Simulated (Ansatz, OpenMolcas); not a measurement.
# SiHCl3 (trichlorosilane): methods side by side

SiHCl3: 5 atoms, total charge 0, spin state singlet. SMILES: `Cl[SiH](Cl)Cl`. The shape is that of a PBE0-D4/def2-TZVP optimisation.

```csv
atom,x (Å),y (Å),z (Å)
Cl,1.6909,-0.5714,0.8919
Si,-0.0813,-0.0127,0.0754
Cl,0.0177,1.9337,-0.4913
Cl,-0.4760,-1.1705,-1.5442
H,-1.1513,-0.1791,1.0681
```

Quantity: the HOMO–LUMO gap, in eV. The values are calculated.

| level | kind | program | value (eV) |
| --- | --- | --- | --- |
| HF/def2-SVPD | Hartree–Fock | Ansatz | 14.90 |
| r2SCAN/def2-SVPD | meta-GGA | OpenMolcas | 7.58 |
| M06-2X/def2-SVPD | hybrid meta-GGA | OpenMolcas | 11.18 |
| r2SCAN0/def2-SVPD | hybrid meta-GGA | Ansatz | 9.65 |
| HSE06/def2-SVPD | range-separated hybrid | Ansatz | 8.34 |
| wB97M-V/def2-SVPD | range-separated hybrid | Ansatz | 12.89 |
| B2PLYP/def2-SVPD | double hybrid | OpenMolcas | 11.49 |
| PBE-QIDH/def2-SVPD | double hybrid | Ansatz | 13.05 |

The values span 7.58 to 14.90 eV. Orbital gaps aren't excitation energies, and those of double hybrids come from the SCF part alone; they tend to grow with the share of exact exchange.
